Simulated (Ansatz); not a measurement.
All values below come from frozen-core CCSD(T)/def2-TZVPP // CAM-B3LYP-D3(BJ)/def2-TZVP in Ansatz (a first-principles code).

Ansatz 0.2 input:
```yaml
crystal:
  periodic: [false, false, false]
  atoms:
    - { symbol: N, position_ang: [1.832517, -0.772556, -0.319201] }
    - { symbol: Sn, position_ang: [-0.00081, -0.001021, -0.002632] }
    - { symbol: N, position_ang: [-0.569197, -0.035528, 1.929294] }
    - { symbol: N, position_ang: [-0.133385, 1.964414, -0.422268] }
    - { symbol: N, position_ang: [-1.133001, -1.160482, -1.198613] }
    - { symbol: H, position_ang: [2.577939, -0.386959, 0.242262] }
    - { symbol: H, position_ang: [1.881775, -1.780945, -0.281536] }
    - { symbol: H, position_ang: [-0.649868, -0.949656, 2.350544] }
    - { symbol: H, position_ang: [-1.403064, 0.495763, 2.136854] }
    - { symbol: H, position_ang: [0.17816, 2.2426, -1.341586] }
    - { symbol: H, position_ang: [0.285948, 2.575154, 0.264643] }
    - { symbol: H, position_ang: [-2.109237, -0.910459, -1.262126] }
    - { symbol: H, position_ang: [-0.767588, -1.294281, -2.130956] }
basis:
  gaussian: { orbitals: def2-TZVPP }
correlation:
  method: ccsd_t
```

Output:

```
Functional definition: HF
1862 factors; integrals over basis functions are off by at most 1.0e-3 eV
mean field evaluation 1: about -11854.8201 eV, gradient 6.3e1 eV
mean field evaluation 2: about -11855.0058 eV, gradient 6.3e1 eV
mean field evaluation 4: about -11862.4869 eV, gradient 3.5e0 eV
mean field evaluation 8: about -11862.5498 eV, gradient 2.1e-1 eV
mean field evaluation 16: about -11862.5500 eV, gradient 1.8e-6 eV
mean field -11862.54998224 eV, -435.9406711220 hartree, gradient 1.8e-6 eV, S^2 0.000000; 0 other end points of the search recorded, 0 dependent functions left out
8 core orbitals not correlated
reference -11862.54998224 eV, -435.9406711220 hartree; 21, 21 occupied and 257, 257 virtual orbitals, 1862 factors
second order -32.64956824 eV of doubles, -0.00000000 eV of singles
cycle   1  -32.31691760 eV  change    3.3e-1 eV  update   1.2e-1
cycle   2  -33.02505898 eV  change   -7.1e-1 eV  update   3.2e-2
cycle   3  -33.17390835 eV  change   -1.5e-1 eV  update   1.7e-2
cycle   4  -33.15861734 eV  change    1.5e-2 eV  update   4.0e-3
cycle   5  -33.15779164 eV  change    8.3e-4 eV  update   2.1e-3
cycle   6  -33.15881170 eV  change   -1.0e-3 eV  update   7.3e-4
cycle   7  -33.15845014 eV  change    3.6e-4 eV  update   3.6e-4
cycle   8  -33.15836104 eV  change    8.9e-5 eV  update   1.2e-4
cycle   9  -33.15841549 eV  change   -5.4e-5 eV  update   5.1e-5
cycle  10  -33.15840694 eV  change    8.6e-6 eV  update   1.8e-5
perturbative correction -1.24102119 eV, -0.0456066877 hartree
Total energy: -11896.94941036 eV, -437.2048267890 hartree
```

Cost: around 23 core-minutes (rough).
